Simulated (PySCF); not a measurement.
**A search over the determinants of SiSb**

Unrestricted PBE0; PySCF, scalar-relativistic core potentials, basis sets Si def2-SVP, Sb def2-SVP with ECP28. Outer shells of the fragments: Si 3s2 3p2; Sb 4d10 5s2 5p3.

Followed along the bond (rough minima from three points):

| 2Ms+1 | unpaired | ⟨S²⟩ at the start | R at minimum (Å) | Te (eV) |
| --- | --- | --- | --- | --- |
| 2 | π ↑ | 0.78 | 2.39 | 0.00 |
| 2 | σ ↑ | 0.76 | 2.28 | 0.22 |
| 4 | σ ↑, π ↑↑ | 3.76 | 2.50 | 1.58 |
| 4 | π ↑↑↑ | 3.76 | none in the scan | ≤ 1.16 |
| 2 | π ↑↑↓ | 1.76 | none in the scan | ≤ 1.51 |

Solutions found at the starting distance of 2.480 Å, counted from the lowest of them; the search is not exhaustive and high or unbound solutions are not listed, so other states can lie among these:

| 2Ms+1 | unpaired | term | E (eV) | ⟨S²⟩ | ⟨Lz²⟩ | μ (D) |
| --- | --- | --- | --- | --- | --- | --- |
| 2 | π ↑ | ²Π | 0.00 | 0.78 | 1.00 | -0.02 |
| 2 | σ ↑ | ²Σ⁺ | 0.48 | 0.76 | 0.00 | -0.24 |
| 4 | π ↑↑↑ | ⁴Π | 1.27 | 3.76 | 1.01 | 0.92 |
| 4 | σ ↑, π ↑↑ | mixed | 1.53 | 3.76 | 2.01 | 0.19 |
| 2 | π ↑↑↓ | mixed | 1.62 | 1.76 | 3.02 | 0.90 |
| 2 | σ ↓, π ↑↑ | mixed | 1.94 | 1.77 | 2.01 | 0.34 |
| 4 | σ ↑, π ↑↑ | mixed | 2.02 | 3.76 | 2.01 | -0.15 |
| 2 | σ ↓, π ↑↑ | mixed | 2.44 | 1.77 | 2.01 | -0.01 |
| 6 | σ ↑, π ↑↑↑↑ | ⁶Σ⁺ | 2.50 | 8.75 | 0.00 | 1.65 |
| 2 | π ↑ | mixed | 2.77 | 0.75 | 3.01 | 0.82 |

A term symbol is given only where ⟨S²⟩ and ⟨Lz²⟩ are close to those of a pure state; real π, δ and φ orbitals otherwise mix terms. A positive dipole means Si(−)Sb(+).

Q: Compare the gap between the two lowest followed solutions at the starting distance with the gap between their minima.

A: At PBE0 the second solution (doublet, unpaired electrons σ ↑) lies +0.48 eV from the first (doublet, unpaired electrons π ↑) at 2.480 Å and +0.22 eV at the minima; the two curves relax by different amounts, since their minima lie near 2.28 and 2.39 Å.

Spin–orbit coupling is left out. Counting both spins, an empty level lies below a filled one in some of these solutions, because spin and occupation are held.
